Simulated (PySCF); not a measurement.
**Pt⁺: excitation energy**

Pt⁺ [Xe] 4f14 5d9 (2D) → Pt⁺ [Xe] 4f14 5d8 6s1, s spin flipped, as a difference of total energies. Calculation: PySCF 2.14, in ANO-RCC-VTZP (8s7p5d3f1g, 84 functions); scalar relativity by spin-free X2C-1e. Correlated levels: valence: [Xe] 4f14 frozen; valence and next inner shell: [Kr] 4d10 4f14 frozen. The calculations carry no spin-orbit coupling.

```csv
method,excitation energy (eV)
UHF,1.196
LDA,1.516
PBE,1.445
PBE0,1.495
MP2 (valence),1.661
SCS-MP2 (valence),1.585
MP2 (valence and next inner shell),1.598
SCS-MP2 (valence and next inner shell),1.516
```

Q: How much does correlation contribute at MP2 (valence and next inner shell)?

A: 1.598 − (1.196) = 0.402 eV, measured against UHF.

The upper determinant mixes two multiplicities, so it lies between the two terms.

The basis was made for the ground configuration and has no added diffuse functions, so the excitation energy can come out too high.
